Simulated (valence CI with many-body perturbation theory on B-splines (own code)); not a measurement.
**Level structure of Tm LXIV**

Computed by relativistic CI+MBPT: four valence electrons over a frozen Dirac-Fock core [He], radial functions for each j: 11 s, 11 p, 10 d, 8 f, 5 g, 2 h, with the one-electron correlation potential Σ1, the two-electron term Σ2, the three-electron term Σ3, Breit, model QED; selected CI, second order for the rest, scaled by the run's own slope (own B-spline code, finite nucleus).

No measured spectrum was set against this ion. As an estimate, large intervals hold to a few tenths of a per cent, small ones and those within an open d or f shell to about a per cent. Among the levels kept, up to 990 cm⁻¹ of a level comes from second order outside the variational space, and about a tenth of that is noise between levels of different J, which matters for small intervals.

Levels 1 to 45 of 213, with energies above the lowest level, (2s^2 2p1/2^2) J=0. "Leading %" is the weight of the configuration and term that name the level; weights of strongly mixed levels are sums over their largest components and can fall short, so below about 35 % the name and the second component can differ from the true leading terms, or belong to a minority configuration. In the jj column 3d3/2^4 stands for four electrons in 3d with j = 3/2.

| No. | Configuration | Term | J | E (eV) | Leading % | g | Leading jj |
| --- | --- | --- | --- | --- | --- | --- | --- |
| 1 | 2s2 2p2 | 3P | 0 | 0 | 69 |  | 2s^2 2p1/2^2 (100 %) |
| 2 | 2s2 2p2 | 3P | 1 | 1021 | 100 | 1.473 | 2s^2 2p1/2 2p3/2 (100 %) |
| 3 | 2s2 2p2 | 1D | 2 | 1039 | 65 | 1.141 | 2s^2 2p1/2 2p3/2 (100 %) |
| 4 | 2s 2p3 | 3P° | 2 | 1291 | 48 | 1.505 | 2s 2p1/2^2 2p3/2 (100 %) |
| 5 | 2s 2p3 | 3D° | 1 | 1372 | 31 | 1.110 | 2s 2p1/2^2 2p3/2 (100 %) |
| 6 | 2s2 2p2 | 3P | 2 | 2081 | 64 | 1.294 | 2s^2 2p3/2^2 (99 %) |
| 7 | 2s2 2p2 | 1S | 0 | 2138 | 68 |  | 2s^2 2p3/2^2 (99 %) |
| 8 | 2s 2p3 | 5S° | 2 | 2286 | 50 | 1.549 | 2s 2p1/2 2p3/2^2 (100 %) |
| 9 | 2s 2p3 | 3D° | 3 | 2329 | 100 | 1.299 | 2s 2p1/2 2p3/2^2 (100 %) |
| 10 | 2s 2p3 | 3P° | 0 | 2385 | 100 |  | 2s 2p1/2 2p3/2^2 (100 %) |
| 11 | 2s 2p3 | 3S° | 1 | 2405 | 52 | 1.300 | 2s 2p1/2 2p3/2^2 (100 %) |
| 12 | 2s 2p3 | 1D° | 2 | 2415 | 74 | 1.051 | 2s 2p1/2 2p3/2^2 (100 %) |
| 13 | 2s 2p3 | 3P° | 1 | 2419 | 62 | 1.304 | 2s 2p1/2 2p3/2^2 (100 %) |
| 14 | 2p4 | 3P | 2 | 2701 | 68 | 1.311 | 2p1/2^2 2p3/2^2 (99 %) |
| 15 | 2p4 | 1S | 0 | 2761 | 64 |  | 2p1/2^2 2p3/2^2 (99 %) |
| 16 | 2s 2p3 | 3P° | 2 | 3402 | 51 | 1.433 | 2s 2p3/2^3 (100 %) |
| 17 | 2s 2p3 | 1P° | 1 | 3481 | 37 | 1.163 | 2s 2p3/2^3 (100 %) |
| 18 | 2p4 | 3P | 1 | 3736 | 100 | 1.473 | 2p1/2 2p3/2^3 (100 %) |
| 19 | 2p4 | 1D | 2 | 3754 | 68 | 1.125 | 2p1/2 2p3/2^3 (100 %) |
| 20 | 2p4 | 3P | 0 | 4821 | 64 |  | 2p3/2^4 (100 %) |
| 21 | 2s2 2p 3s | 3P° | 0 | 8834 | 99 |  | 2s^2 2p1/2 3s (99 %) |
| 22 | 2s2 2p 3s | 3P° | 1 | 8837 | 67 | 1.306 | 2s^2 2p1/2 3s (100 %) |
| 23 | 2s2 2p 3p | 3D | 1 | 8914 | 74 | 0.638 | 2s^2 2p1/2 3p1/2 (100 %) |
| 24 | 2s2 2p 3p | 3P | 0 | 8957 | 67 |  | 2s^2 2p1/2 3p1/2 (99 %) |
| 25 | 2s 2p2 3s | 5P | 1 | 9078 | 42 | 2.009 | 2s 2p1/2^2 3s (98 %) |
| 26 | 2s 2p2 3s | 3P | 0 | 9114 | 68 |  | 2s 2p1/2^2 3s (99 %) |
| 27 | 2s 2p2 3p | 3P° | 1 | 9166 | 33 | 1.351 | 2s 2p1/2^2 3p1/2 (99 %) |
| 28 | 2s 2p2 3p | 3P° | 0 | 9167 | 51 |  | 2s 2p1/2^2 3p1/2 (99 %) |
| 29 | 2s2 2p 3p | 3D | 2 | 9237 | 52 | 1.148 | 2s^2 2p1/2 3p3/2 (100 %) |
| 30 | 2s2 2p 3p | 3P | 1 | 9238 | 48 | 1.504 | 2s^2 2p1/2 3p3/2 (98 %) |
| 31 | 2s2 2p 3d | 3F° | 2 | 9297 | 75 | 0.745 | 2s^2 2p1/2 3d3/2 (100 %) |
| 32 | 2s2 2p 3d | 3D° | 1 | 9322 | 50 | 0.829 | 2s^2 2p1/2 3d3/2 (99 %) |
| 33 | 2s2 2p 3d | 3P° | 2 | 9392 | 47 | 1.282 | 2s^2 2p1/2 3d5/2 (98 %) |
| 34 | 2s2 2p 3d | 3F° | 3 | 9396 | 46 | 1.095 | 2s^2 2p1/2 3d5/2 (100 %) |
| 35 | 2s 2p2 3p | 3P° | 2 | 9484 | 35 | 1.502 | 2s 2p1/2^2 3p3/2 (98 %) |
| 36 | 2s 2p2 3p | 3D° | 1 | 9489 | 31 | 1.133 | 2s 2p1/2^2 3p3/2 (99 %) |
| 37 | 2s 2p2 3d | 3D | 1 | 9544 | 46 | 0.466 | 2s 2p1/2^2 3d3/2 (99 %) |
| 38 | 2s 2p2 3d | 3D | 2 | 9550 | 31 | 1.119 | 2s 2p1/2^2 3d3/2 (98 %) |
| 39 | 2s 2p2 3d | 3D | 3 | 9636 | 37 | 1.333 | 2s 2p1/2^2 3d5/2 (99 %) |
| 40 | 2s 2p2 3d | 3F | 2 | 9652 | 28 | 1.027 | 2s 2p1/2^2 3d5/2 (98 %) |
| 41 | 2s2 2p 3s | 3P° | 2 | 9895 | 98 | 1.473 | 2s^2 2p3/2 3s (98 %) |
| 42 | 2s2 2p 3s | 1P° | 1 | 9903 | 66 | 1.129 | 2s^2 2p3/2 3s (98 %) |
| 43 | 2s2 2p 3p | 3P | 1 | 9991 | 50 | 1.454 | 2s^2 2p3/2 3p1/2 (97 %) |
| 44 | 2s2 2p 3p | 3D | 2 | 9993 | 46 | 1.150 | 2s^2 2p3/2 3p1/2 (97 %) |
| 45 | 2s 2p2 3s | 5P | 2 | 10068 | 84 | 1.727 | 2s 2p1/2 2p3/2 3s (99 %) |

The ionisation energy to 2s2 2p 2P°_1/2 of the next ion comes out as 15665 eV (NIST: 15663 ± 19 eV (theoretical)). All 213 levels together are meant to be complete up to 11999 eV.
